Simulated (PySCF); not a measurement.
dimethyl carbonate (C3H6O3), SMILES COC(=O)OC.

The structure is a stationary point at PBE0-D3(BJ)/def2-SVP.

Two levels are set side by side: PBE/def2-TZVP (PySCF) and M06-2X/def2-TZVP (PySCF). Same geometry, gas phase. Differences are taken from unrounded values.

```
quantity                     M06-2X
---------------------------  ------
orbital gap (eV)              12.23
highest occupied level (eV)  -10.27
lowest empty level (eV)        1.96
dipole moment (D)              0.47
mean polarisability (bohr³)    46.5
```

What does PBE give, and how far is it from M06-2X? (Estimate from the structure and the level; the computed values follow.)


| quantity | PBE | PBE minus M06-2X |
|---|---|---|
| orbital gap (eV) | 6.66 | -5.57 |
| highest occupied level (eV) | -6.66 | 3.61 |
| lowest empty level (eV) | 0.00 | -1.96 |
| dipole moment (D) | 0.54 | 0.08 |
| mean polarisability (bohr³) | 49.2 | 2.7 |

Without exact exchange PBE keeps part of each electron's self-repulsion, which lifts occupied levels and narrows the gap. Loosely held outer electrons make PBE densities more polarisable. Differences between two approximate levels are no errors against the true value.

Rough cost on one machine, each run with all the roots and properties that it gave: M06-2X against PBE about 3 times.
